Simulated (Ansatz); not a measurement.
Molecule (SMILES): [Ga][Cl] (Cl-Ga) (closed-shell singlet).
Atoms: Ga1, Cl2. Bonds: Ga1-Cl2.

Basis-set convergence of the highest harmonic wavenumber at MP2 with Ansatz (a first-principles code). Each level at its own minimum, finite differences of forces, unscaled; the reference is a large set that could be run, not a limit. Cartesian d functions, on some or all atoms, in 6-31G*, 6-311G**; all else is spherical. Cores are frozen (with 3d on Ga to Br). No added dispersion term, no relativity. Reference: the value in def2-QZVPP, 368 cm⁻¹, itself unsure by roughly 2 cm⁻¹ (its mean distance from cc-pV(Q+d)Z, aug-cc-pV(T+d)Z, def2-TZVPPD). Deviations are taken from unrounded values.

```
basis            functions  highest harmonic wavenumber (cm⁻¹)  minus reference (cm⁻¹)
---------------  ---------  ----------------------------------  ----------------------
cc-pV(D+d)Z             50                                 373                       5
def2-SVP                50                                 392                      25
6-31G*                  54                                 374                       7
aug-cc-pV(D+d)Z         68                                 347                     -21
6-311G**                71                                 366                      -1
pcseg-2                 77                                 378                      10
cc-pV(T+d)Z             82                                 371                       3
def2-TZVP               85                                 374                       6
def2-TZVPP              90                                 374                       6
def2-TZVPPD            105                                 368                       0
aug-cc-pV(T+d)Z        114                                 363                      -5
cc-pV(Q+d)Z            132                                 368                       0
def2-QZVPP             159                                 368                       0
```

The smallest set listed that lies within 50 cm⁻¹ of the reference with all its larger relatives (same family, alike in diffuse functions; a set with none counts only in the reference's own line) is cc-pV(D+d)Z (50 functions, 5 cm⁻¹ off), level with def2-SVP. Inside, with no larger relative to test it: pcseg-2, def2-TZVPPD.
